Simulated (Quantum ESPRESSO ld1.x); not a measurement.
Values are calculated unless marked as measured or tabulated.
Species: Ga12+. Configuration: [Ar] 4s1 (not the ground configuration). Level of theory: Dirac Kohn-Sham, PBE, spin-unpolarised, spherical densities, point nucleus (ld1.x of Quantum ESPRESSO 7.5). Some entries of the table are withheld. Estimate them.

orbital,occ.,eigenvalue (hartree),<1/r> (bohr^-1),r(max) (bohr)
1s1/2,2,(1),31.29,0.03179
2s1/2,2,-60.9125,6.909,0.1824
2p1/2,2,-55.6052,6.857,0.1446
2p3/2,4,-54.5869,6.684,0.1474
3s1/2,2,-17.7059,2.490,0.5319
3p1/2,2,-15.9555,2.412,(2)
3p3/2,4,-15.7677,2.373,(3)
3d3/2,0,-12.9848,2.223,(4)
3d5/2,0,-12.9505,2.214,(5)
4s1/2,1,-7.80580,(6),1.183
4p1/2,0,-7.17061,1.117,1.213
4p3/2,0,-7.11677,1.105,1.223
5s1/2,0,-4.40031,0.6809,2.151

Answer. 
(1) 1s1/2 eigenvalue (hartree): -390.065
(2) 3p1/2 r(max) (bohr): 0.5187
(3) 3p3/2 r(max) (bohr): 0.5248
(4) 3d3/2 r(max) (bohr): 0.4448
(5) 3d5/2 r(max) (bohr): 0.4463
(6) 4s1/2 <1/r> (bohr^-1): 1.161
